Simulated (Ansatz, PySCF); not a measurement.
This PySCF input computes a r2SCAN/def2-TZVPD energy:

```python
from pyscf import gto, scf, dft

mol = gto.M(
    atom='''
    Si   -0.01824759   -0.65801825   -0.13832480
    Cl    1.73500648    0.30479456    0.08769235
    Cl   -1.71425309    0.41438693    0.02137670
    H    -0.06689696   -1.33025857    1.28112723
    H    -0.03044434   -1.68357129   -1.19875385
    ''',
    basis='def2-tzvpd',
    charge=1,
    spin=1,
    verbose=4,
)

mf = dft.UKS(mol, xc='r2scan').density_fit(auxbasis='def2-universal-jkfit')
mf.grids.level = 4
mf.conv_tol = 1e-9
mf.max_cycle = 100
mf.max_memory = 1500
mf.kernel()
if not mf.converged:
    mf = mf.newton()
    mf.kernel(mf.make_rdm1())
for _ in range(2):
    mo, _, stable, _ = mf.stability(return_status=True)
    if stable:
        break
    mf.kernel(mf.make_rdm1(mo, mf.mo_occ))
mf.analyze()
```

Problem. Write an input for the same energy in Ansatz (a quantum-chemistry and plane-wave program) and say what it gives.

Solution. 
Ansatz 0.2 input:
```yaml
crystal:
  periodic: [false, false, false]
  atoms:
    - {symbol: Si, position_ang: [-0.01824759, -0.65801825, -0.13832480]}
    - {symbol: Cl, position_ang: [1.73500648, 0.30479456, 0.08769235]}
    - {symbol: Cl, position_ang: [-1.71425309, 0.41438693, 0.02137670]}
    - {symbol: H, position_ang: [-0.06689696, -1.33025857, 1.28112723]}
    - {symbol: H, position_ang: [-0.03044434, -1.68357129, -1.19875385]}
basis:
  gaussian:
    orbitals: def2-TZVPD
hamiltonian:
  xc: {name: r2SCAN}
total_charge: 1
magnetization: {spin_polarized: true, initial_magnetization: 1}
output: {forces: true}
```
It gives -1210.74066 Eh, and PySCF -1210.74070 Eh, a difference of 0.04 mEh, from the treatment of integrals and grids.
